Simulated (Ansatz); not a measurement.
Basis sets compared for OsO4. The state is a singlet with charge 0. Geometry PBE0-D4/def2-SVP. Ansatz on 2 threads of Arm Neoverse V2 on a shared host; times are rough, and most runs start from earlier orbitals.

```xyz
5

Os    0.000    0.000    0.000
O    -0.167    1.480    0.804
O     1.357    0.056   -1.010
O    -1.383   -0.296   -0.929
O     0.193   -1.240    1.135
```

In the def2 sets Os takes a core potential; there is no spin–orbit coupling. The restricted singlet is unstable towards broken spin symmetry in Hartree–Fock (as tested in another run); at PBE-D4/def2-SVP, PBE0-D4/def2-SVP, PBE0-D4/def2-TZVP this wasn't settled.

Binding counts from free atoms (Os quintet, O triplet) in the same basis, without a counterpoise term.

```csv
level,functions,energy (Eh),HOMO (eV),LUMO (eV),binding per atom (eV),wall time
PBE-D4/def2-SVP,88,-391.1723,-8.92,-4.68,5.05,1.1 s
PBE0-D4/def2-SVP,88,-391.0161,-10.62,-4.28,4.21,1.4 s
```

Question: Estimate the rows for PBE-D4/def2-TZVP, PBE0-D4/def2-TZVP (with forces).

Answer: 
```json
{"level": "PBE-D4/def2-TZVP", "functions": "164", "energy (Eh)": "-391.5653", "HOMO (eV)": "-8.95", "LUMO (eV)": "-4.73", "binding per atom (eV)": "5.09", "wall time": "1.9 s"}
{"level": "PBE0-D4/def2-TZVP (with forces)", "functions": "164", "energy (Eh)": "-391.4162", "HOMO (eV)": "-10.56", "LUMO (eV)": "-4.22", "binding per atom (eV)": "4.32", "wall time": "3.5 s"}
```
